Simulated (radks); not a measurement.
Q: Coulomb parameter of the 5d shell of the iridium ion Ir3+ in the model configuration [Xe] 4f14 5d5 6s1, as a second difference U = [E(n + 0.5) + E(n - 0.5) - 2 E(n)] / (0.5)^2 with all orbitals relaxed. "Bare": the charge of the atom changes with n. "Screened": the 6s shell takes up the change at fixed total charge, which measures U(5d,5d) + U(6s,6s) - 2 U(5d,6s). Method: scalar-relativistic Kohn-Sham, r2SCAN, spin-unpolarised, spherical densities, finite nucleus; meta-GGA in the generalised Kohn-Sham scheme; Fermi nuclear charge, rms radius 5.4032 fm; computed with a radial shooting solver on a logarithmic mesh with Libxc functionals. Estimate both.

A: U(bare) = 13.289 eV, U(screened by 6s) = 0.919 eV, against the Slater integral F0(5d,5d) = 16.309 eV with frozen orbitals.
